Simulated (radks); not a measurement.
Task: These are the eigenvalues of the occupied orbitals of an atom or ion with whole-number occupations (hartree). Calculated with a radial shooting solver on a logarithmic mesh with Libxc functionals: non-relativistic Kohn-Sham, TPSS, spin-polarised, spherical densities, point nucleus; meta-GGA in the generalised Kohn-Sham scheme.

| orbital | eigenvalue |
|---|---|
| 1s up | -2506.197 |
| 1s down | -2505.940 |
| 2s up | -540.6561 |
| 2s down | -540.5239 |
| 2p up | -526.4300 |
| 2p down | -526.1829 |
| 3s up | -220.1028 |
| 3s down | -219.3006 |
| 3p up | -214.5867 |
| 3p down | -213.7705 |

Which element is it, and in what charge state? The configuration may be excited. Open shells, if any, are filled with parallel spins first.

Result: Z = 74, tungsten, charge +58: W58+ in [Ne] 3s2 3p4. The list shows which subshells hold electrons but not how many an open one holds; the 1s level, -2506.2 hartree, gives Z - s = 70.8 by -(Z - s)^2/2, which with screening narrows Z to a few neighbours, and the depths of the outer levels then fix element, charge and occupations together.
